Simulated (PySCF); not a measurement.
# Worked example: chemical shift, span and skew from a shielding tensor

AlClH3NO, SMILES [NH2][Al]([Cl])[OH]. Atoms are numbered in the order given.

```xyz
7

Al     0.0410    -0.4114     0.0000
Cl    -0.0439     1.6819     0.0000
O      1.5833    -1.1080     0.0000
H      1.8166    -2.0357     0.0000
N     -1.4730    -1.3089     0.0000
H     -1.5738    -2.3167     0.0000
H     -2.3845    -0.8658     0.0000
```
Charge 0, spin multiplicity 1.

Geometry: PBE0-D3(BJ)/def2-SVP. One conformer was computed; it need not be the lowest.

GIAO shieldings from KT2/pcSseg-1 run with PySCF, non-relativistic, no solvent. The symmetric part of the tensor of N5 has the principal values 221.8, 246.5, 279.3 ppm. The same nucleus in NH3 has σ = 266.2 ppm at this level (PySCF, at its B3LYP-D3(BJ)/def2-TZVP geometry). Without spin–orbit terms, shifts of atoms bonded to Cl or Br come out too high.

### Question
Work out the isotropic shielding, the ¹⁵N shift against NH3, the span and the skew.

### Answer

σ(iso) = (σ11 + σ22 + σ33)/3 = 249.2 ppm. δ = σ(ref) − σ(iso) = 266.2 − (249.2) = 17.0 ppm.
Span Ω = σ33 − σ11 = 57.5 ppm. Skew κ = 3(σ(iso) − σ22)/Ω = 0.14. Tumbling in solution averages the tensor to δ; in a static solid the shielding alone would spread this spin-1/2 line over Ω.
